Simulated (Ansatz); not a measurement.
Cost and result for the atomization energy of `N=CC([SiH3])Cl` (11 atoms, 10 bonds).

Z-matrix (Å, degrees):
```
C
C 1 1.495
Cl 1 1.792 2 110.7
Si 1 1.903 2 111.4 3 -119.3
H 1 1.092 2 110.4 3 118.4
N 2 1.262 1 126.5 3 -144.1
H 2 1.093 1 115.1 3 38.6
H 4 1.482 1 108.4 2 57.0
H 4 1.486 1 108.2 2 -62.6
H 4 1.482 1 108.6 2 177.5
H 6 1.022 2 111.5 1 3.2
```

The species carries charge 0 and has multiplicity 1. The geometry is a stationary point of PBE0-D4/def2-TZVP. It is one conformer, not always the lowest. Program: Ansatz. All runs use 4 threads of an Arm Neoverse V2 on a shared host. Times are those of one run each, without the atoms' runs, and a repeat can differ threefold. Electronic energies, without spin–orbit coupling; frozen cores. CCSD(T)/CBS adds CCSD(T) − MP2 in def2-TZVPP to the MP2 limit, and its time is that of the two runs behind it. T1 = 0.012.

CCSD(T)/CBS is a level of theory with its own doubt, some kJ/mol a heavy atom from the limit and from the frozen cores, so smaller differences don't rank the functionals.

| level | functions | wall time | atomization (kcal/mol) | difference from CCSD(T)/CBS | per bond |
| --- | --- | --- | --- | --- | --- |
| LDA (SPW92)/def2-TZVPP | 261 | 1.6 s | 1060.2 | 136.5 | 13.7 |
| PBE-D4/def2-TZVPP (with forces) | 261 | 3 s | 945.4 | 21.7 | 2.2 |
| PBE0-D4/def2-TZVPP | 261 | 3.9 s | 927.1 | 3.4 | 0.3 |
| CAM-B3LYP-D4/def2-TZVPP | 261 | 4.3 s | 927.0 | 3.3 | 0.3 |
| CCSD(T)/def2-SVP | 108 | 5.5 s | 867.9 | -55.8 | -5.6 |
| r2SCANh-D4/def2-TZVPP | 261 | 6.5 s | 918.0 | -5.7 | -0.6 |
| B2PLYP/def2-TZVPP | 261 | 7 s | 913.0 | -10.7 | -1.1 |
| PBE-QIDH/def2-TZVPP | 261 | 7 s | 916.7 | -7.0 | -0.7 |
| ωB97X-V/def2-TZVPP | 261 | 9.5 s | 928.9 | 5.2 | 0.5 |
| B97M-V/def2-TZVPP | 261 | 10 s | 926.5 | 2.8 | 0.3 |
| MP2/def2-QZVPP | 491 | 29 s | 925.4 | 1.7 | 0.2 |
| CCSD(T)/def2-TZVPP | 261 | 2.9 min | 897.2 | -26.5 | -2.6 |
| CCSD(T)/CBS(def2) | – | 3.4 min | 923.7 | 0.0 | 0.0 |

At CCSD(T), def2-SVP lies −55.8 kcal/mol from the extrapolated value and def2-TZVPP −26.4 kcal/mol: correlation converges slowly with the basis, and small sets miss more of it in the bonded molecule than in its fragments. The D4 term adds +10.1 kcal/mol with B3LYP and +5.3 kcal/mol with PBE0; it sums over pairs of atoms, weighted by their polarisabilities, and B3LYP, whose exchange is more repulsive, gets the larger term. In def2-TZVPP, CCSD(T) changes the Hartree–Fock value by +242.4 kcal/mol (the triples alone add +16.0 kcal/mol) and MP2 by +255.0 kcal/mol; breaking electron pairs costs correlation energy, which Hartree–Fock lacks.

B3LYP here is the variant with VWN-RPA as its local correlation; programs differ in this.
